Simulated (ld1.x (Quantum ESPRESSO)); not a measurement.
**Transferability test, TM potential for In**

indium (In), norm-conserving Troullier–Martins (Kleinman–Bylander form), made with ld1.x (Quantum ESPRESSO) 7.5 (PBE, scalar-relativistic). Core [Kr] 4d10, reference 5s1.5 5p1.5. Waves: 5p (bound): rc 2.95 bohr; 5s (bound): rc 2.00 bohr. Local part: the s channel. Core correction: Bessel-smoothed model core inside 1.15 bohr.

Energies are relative to the spin-unpolarised reference configuration 5s1.5 5p1.5; without spin polarisation the order of configurations can differ from experiment. The frozen-core shift is the all-electron ΔE with the core orbitals held at their reference shape minus the fully relaxed ΔE.

(1) Give the all-electron excitation energy and the error of the potential for: 5s2 5p1; 5s2 5p0; 5s1 5p0; 5s2 5p1.3; 5s1 5p2; 5s0 5p3; 5s1 5p1.

Levels in the configuration 5s1 5p2:

```csv
level,all-electron (eV),pseudo (eV)
5s,-9.200,-9.225
5p,-3.219,-3.225
```

## Answers

(1)

```csv
valence configuration,charge,ΔE all-electron (eV),error AE − PS (meV),frozen-core shift (meV)
5s2 5p1,0,-2.884,-4.4,+5.1
5s2 5p0,+1,2.479,-6.6,+5.9
5s1 5p0,+2,21.713,-156,+171
5s2 5p1.3,-0.3,-3.417,-5.8,+6.9
5s1 5p2,0,2.956,-5.2,+5.7
5s0 5p3,0,9.063,-43,+49
5s1 5p1,+1,9.072,-31,+36
```
